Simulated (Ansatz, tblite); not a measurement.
Cost and result up the ladder for the cluster Cu₃Te₆ (9 atoms). Total charge 0; doublet. Geometry: PBE-D4/def2-SVP.

```xyz
9

Cu    0.928    0.722   -0.356
Cu   -0.818   -0.393    1.136
Cu    0.888   -1.773   -0.034
Te   -0.871    2.153    0.971
Te   -1.380   -1.748   -1.098
Te    2.849   -0.440    0.865
Te   -0.472    0.489   -2.600
Te    0.929   -1.495    2.663
Te   -2.052    2.486   -1.546
```

Ansatz on 4 threads of Arm Neoverse V2 on a shared host; xTB runs through tblite on one thread. Times are rough, summed over both states, and most runs start from the orbitals of an earlier one. No level here is sound enough to serve as a yardstick. The other state is a singlet.

In the def2 sets Te takes a core potential; there is no spin–orbit coupling. The xTB rows come from tblite. No other spin state of charge 0 was run. The structure comes from a short search, and lower isomers may exist.

Raw xTB energies of ions are shifted by several eV, and xTB has no spin-polarisation term.

```tsv
level	functions	wall time	vertical IE (eV)	remarks
GFN1-xTB	81	0.037 s	11.90	–
GFN2-xTB	81	0.11 s	11.48	–
PBE-D4/def2-SVP	249	32 s	6.63	restricted singlet, untested (+1 singlet)
PBE0-D4/def2-SVP	249	59 s	7.14	restricted singlet, untested (+1 singlet)
B97M-V/def2-SVP (with forces)	249	2.7 min	6.74	restricted singlet, untested (+1 singlet)
```
